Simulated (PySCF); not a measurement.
SMILES C([O])(COC)C (C4H9O2), doublet (GFN2-xTB optimised geometry):

```
15

C      0.743    -1.202     1.300
O      0.182     0.060     1.101
C      0.699     0.717     0.000
C      0.218    -0.040    -1.329
C     -1.303     0.098    -1.464
O      0.676    -1.280    -1.318
H      0.705    -1.732     0.308
H      0.150    -1.723     2.048
H      1.796    -1.143     1.595
H      1.796     0.717     0.000
H      0.304     1.732     0.000
H      0.721     0.552    -2.126
H     -1.628    -0.429    -2.357
H     -1.796    -0.348    -0.603
H     -1.589     1.144    -1.541
```

Computed with unrestricted B3LYP/def2-TZVP run with PySCF.

Task: What are the frontier orbital energies (α orbitals alone; a β orbital can be the lowest empty one) and the dipole moment?

Result: HOMO-2 -8.76 eV, HOMO-1 -7.35 eV, HOMO -6.85 eV, LUMO 0.96 eV, LUMO+1 1.62 eV; dipole moment 1.56 D.

On the same geometry unrestricted PBE/def2-TZVP (PySCF) gives HOMO-2 -7.41 eV, HOMO-1 -5.69 eV, HOMO -5.49 eV, LUMO 0.48 eV, LUMO+1 1.07 eV; dipole moment 1.78 D.

Meta-Löwdin charges at B3LYP/def2-TZVP: C1 -0.12, O2 -0.33, C3 0.02, C4 0.14, C5 -0.36, O6 -0.40, H7 0.15, H8 0.13, H9 0.10, H10 0.10, H11 0.13, H12 0.10, H13 0.12, H14 0.12, H15 0.10.
